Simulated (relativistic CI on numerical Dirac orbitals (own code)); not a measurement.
**Cubic crystal-field splitting of Pr⁴⁺ by operator equivalents**

Problem. Pr⁴⁺ (4f) sits in a cubic field with the Wybourne parameters B⁴₀ = 4040 and B⁶₀ = 590 cm⁻¹. Find the levels of its ground J multiplet, neglecting the mixing with the other J.

Working.
1. One f electron has the ground level ²F5/2 with g_J = 6/7 and the Stevens factor β = 2/315. Rank 6 cannot act within J = 5/2.
2. Stevens form: B₄ = β B⁴₀/8 = 3.2063 cm⁻¹, in H = B₄(O₄⁰ + 5O₄⁴).
3. The eigenvalues of O₄⁰ + 5O₄⁴ for J = 5/2 are −240 (Γ7 doublet) and +120 (Γ8 quartet): E(Γ7) = -769.5, E(Γ8) = 384.8 cm⁻¹.
4. Order and energies above the lowest: Γ7 0.0, Γ8 1154.3 cm⁻¹. A Γ7 ground doublet has the isotropic |g| = 1.429.

Check. Diagonalising spin-orbit coupling (free-ion gap 2909 cm⁻¹, from a Dirac-Coulomb-Breit calculation) and field together in all 14 states gives Γ7 0.0, Γ8 1030.6 cm⁻¹, with |g| = 1.221. The other multiplet starts at 2889 cm⁻¹; the differences from the hand values come from J mixing and grow with the ratio of the field to that gap.
